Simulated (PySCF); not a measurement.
In(Br)(Me)(OH) (CH₄BrInO), SMILES [In]([CH3])([Br])[OH].

The structure is a stationary point at r2SCAN-D4/def2-SVP. The structure was generated by enumeration; whether it is a known compound was not checked. The def2 effective core potentials stand for the cores of In; spin–orbit coupling is left out. Other conformers were not sampled.

Method: M06-2X/def2-TZVP (PySCF).

```
Quantity                                                                                                       Result
---------------------------------------------------------------------------------------------  ----------------------
total energy                                                                                      -2880.07603 hartree
highest occupied level                                                                                       -9.25 eV
lowest empty level                                                                                           -0.77 eV
orbital gap                                                                                                   8.48 eV
dipole moment                                                                                                  2.25 D
quadrupole, principal values (traceless, Buckingham form, about the centre of nuclear charge)  -12.86, 5.92, 6.94 D·Å
mean static polarisability                                                                      70.9 bohr³ (10.50 Å³)
polarisability, principal values                                                               51.3, 71.3, 90.0 bohr³
```
